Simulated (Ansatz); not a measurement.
ClFGeHI, SMILES `[F][GeH]([Cl])[I]`. Charge 0, multiplicity 1. I takes the def2 core potential.

(1) What are the harmonic wavenumbers in cm⁻¹ at PBE0-D4/def2-TZVP (Ansatz, finite differences of forces, unscaled)? (An estimate is asked.)

(2) Is this a minimum?

(3) Give the ideal-gas thermochemistry at 298.15 K and 1 bar (rigid rotor, harmonic oscillator; point group C1, symmetry number 1).

(4) And at 400, 500, 600, 800 and 1000 K?

(5) Rotational constants (cm⁻¹)?

Results:

(1) Ansatz gave: 109, 162, 200, 271, 444, 689, 696, 729, 2204.

(2) Yes, all 9 modes are real.

(3) Zero-point energy 32.9 kJ/mol; H(298) − E = 50.6 kJ/mol; entropy 347.6 J/(mol·K), of which translation 178.0, rotation 122.5, vibration 47.1; G(298) − E = -53.0 kJ/mol.

(4) 
```
T (K)  H − E (kJ/mol)  S (J/mol/K)  G − E (kJ/mol)
  400            59.2        372.2           -89.7
  500            68.1        392.1          -128.0
  600            77.4        409.1          -168.0
  800            96.7        436.9          -252.8
 1000           116.7        459.1          -342.4
```

(5) 0.115, 0.03022, 0.02563.
